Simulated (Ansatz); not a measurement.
Total energies of the cluster Si₄Ge₆ (the lowest singlet isomer of a short search) from Ansatz at PBE0-D4/def2-SVP, gas phase (1 Eh = 27.2114 eV = 2625.5 kJ/mol). The reference geometry is relaxed at PBE-D4/def2-SVP.

```xyz
10

Si   -0.602    0.599   -1.439
Si   -1.234   -1.524    0.076
Si   -1.769    0.648    0.905
Si    0.131   -1.538   -2.017
Ge    0.476   -2.549    1.603
Ge    0.836    1.852    0.670
Ge    1.889    0.914   -1.608
Ge    0.114   -0.104    2.238
Ge    1.643   -0.958   -0.005
Ge   -1.484    2.660   -0.423
```

| state | geometry | energy (Eh) |
| --- | --- | --- |
| charge 0 singlet | reference | -13616.23300 |
| charge 1 doublet | reference | -13615.96048 |
| charge -1 doublet | reference | -13616.30719 |
| free Si atom (triplet) | – | -289.15194 |
| free Ge atom (triplet) | – | -2076.39507 |

Question: Work out the vertical ionisation energy to the doublet.

Answer: E(charge 1 doublet) − E(charge 0 singlet) = -13615.96048 − (-13616.23300) = 0.27252 Eh = 7.42 eV. For comparison, −ε of the highest occupied level is 6.08 eV at this level, 1.34 eV less.

Question: Work out the vertical electron affinity, to the doublet.

Answer: E(charge 0 singlet) − E(charge -1 doublet) = -13616.23300 − (-13616.30719) = 0.07419 Eh = 2.02 eV. The basis lacks diffuse functions, which makes affinities too small.

Question: Give the fundamental gap IE − EA, the Mulliken electronegativity (IE + EA)/2 and the hardness (IE − EA)/2.

Answer: From the values in Eh: IE − EA = 0.27252 − 0.07419 = 0.19833 Eh = 5.40 eV; (IE + EA)/2 = 4.72 eV; (IE − EA)/2 = 2.70 eV. The HOMO–LUMO gap of the same run is 2.77 eV, 2.63 eV smaller than the fundamental gap.

Question: What is the binding energy per atom against free atoms?

Answer: Atoms: 4 × (-289.15194) + 6 × (-2076.39507) = -13614.97818 Eh. Binding: -13614.97818 − (-13616.23300) = 1.25482 Eh = 34.15 eV, or 3.41 eV for each of 10 atoms (no zero-point energy, no counterpoise term).

The structure comes from a short search, and lower isomers may exist.
